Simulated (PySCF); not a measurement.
## SMILES C[Se]C1=C[C@H]2C=C[C@@H]1C2, C8H10Se

Molfile (atoms numbered from 1):
```
C8H10Se
     RDKit          3D

 19 20  0  0  0  0  0  0  0  0999 V2000
    3.3313   -0.0622   -0.3362 C   0  0  0  0  0  0  0  0  0  0  0  0
    2.0536   -1.4040    0.2244 Se  0  0  0  0  0  2  0  0  0  0  0  0
    0.5140   -0.3426    0.1647 C   0  0  0  0  0  0  0  0  0  0  0  0
    0.3154    0.9393   -0.1834 C   0  0  0  0  0  0  0  0  0  0  0  0
   -1.2014    1.1720   -0.1239 C   0  0  1  0  0  0  0  0  0  0  0  0
   -1.8412    0.3027   -1.2148 C   0  0  0  0  0  0  0  0  0  0  0  0
   -1.6379   -0.9721   -0.8672 C   0  0  0  0  0  0  0  0  0  0  0  0
   -0.8681   -0.9536    0.4574 C   0  0  2  0  0  0  0  0  0  0  0  0
   -1.5277    0.2873    1.1015 C   0  0  0  0  0  0  0  0  0  0  0  0
    3.3231    0.7821    0.3665 H   0  0  0  0  0  0  0  0  0  0  0  0
    3.0945    0.2861   -1.3507 H   0  0  0  0  0  0  0  0  0  0  0  0
    4.3227   -0.5339   -0.3301 H   0  0  0  0  0  0  0  0  0  0  0  0
    1.0449    1.6713   -0.5274 H   0  0  0  0  0  0  0  0  0  0  0  0
   -1.5202    2.2221   -0.0949 H   0  0  0  0  0  0  0  0  0  0  0  0
   -2.3058    0.6829   -2.1254 H   0  0  0  0  0  0  0  0  0  0  0  0
   -1.8951   -1.8733   -1.4244 H   0  0  0  0  0  0  0  0  0  0  0  0
   -0.8611   -1.8898    1.0310 H   0  0  0  0  0  0  0  0  0  0  0  0
   -1.0239    0.6189    2.0217 H   0  0  0  0  0  0  0  0  0  0  0  0
   -2.6069    0.1570    1.2725 H   0  0  0  0  0  0  0  0  0  0  0  0
  1  2  1  0
  2  3  1  0
  3  4  2  0
  4  5  1  0
  5  6  1  0
  6  7  2  0
  7  8  1  0
  8  9  1  0
  8  3  1  0
  9  5  1  0
  1 10  1  0
  1 11  1  0
  1 12  1  0
  4 13  1  0
  5 14  1  1
  6 15  1  0
  7 16  1  0
  8 17  1  1
  9 18  1  0
  9 19  1  0
M  END
```

Method used: PySCF, quadratic response CAM-B3LYP/aug-cc-pVDZ first hyperpolarisability, Taylor convention, gas phase. Geometry: PBE0-D3(BJ)/def2-SVP.

The calculation is non-relativistic, which matters for the atoms heavier than Zn.

**Question.** Give β for the processes computed.

**Answer.** In 10⁻³⁰ esu, Taylor convention; the vector part is βᵢ = ⅓ Σⱼ (βᵢⱼⱼ + βⱼᵢⱼ + βⱼⱼᵢ); β∥ is 3/5 of the vector part along the dipole, the dipole points from − to +:
```
                   process  λ (nm)  β vector norm    β∥  β HRS  depolarisation ratio
           static β(0;0,0)       ∞           1.53  0.63   0.77                  3.16
second harmonic β(−2ω;ω,ω)    1907           1.66  0.65   0.84                  3.12
         Pockels β(−ω;ω,0)    1907           1.57  0.64      –                     –
second harmonic β(−2ω;ω,ω)    1064           2.04  0.69   1.04                  3.06
         Pockels β(−ω;ω,0)    1064           1.67  0.65      –                     –
```

**Question.** Which lowest excitations, dipole and polarisabilities go with it?

**Answer.** S1 4.48 eV (f = 0.013); S2 4.72 eV (f = 0.048); S3 5.09 eV (f = 0.004); dipole 1.17 D; isotropic α 116.2 au static, 116.6 au at 1907 nm, 117.5 au at 1064 nm, 117.9 au at 953.5 nm, 121.9 au at 532 nm.
